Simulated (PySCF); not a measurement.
Computed shifts of a molecule C3H6BNO, PBE/pcSseg-1 run with PySCF, GIAO, gas phase, equivalent atoms averaged, in ppm (number of nuclei): ¹³C: 95.4 (1), 88.0 (1), 59.8 (1). ¹⁵N: 87.8 (1). ¹H: 4.29 (3), 2.96 (2), 2.50 (1). References: ¹³C against TMS (σ = 182.0 ppm); ¹¹B against BF3 (σ = 83.9 ppm); ¹⁵N against NH3 (σ = 267.0 ppm); ¹⁷O against H2O (σ = 334.3 ppm); ¹H against TMS (σ = 31.49 ppm), references at their B3LYP-D3(BJ)/def2-TZVP geometries, non-relativistic. The structure is a stationary point at PBE0-D3(BJ)/def2-SVP. The values are those of a single conformer.

Pick the molecule that these values belong to.
A. CB(C)OC#N
B. CC1=CB(N)O1
C. C#CB(N)OC
D. C#CCB(N)O

C, C#CB(N)OC
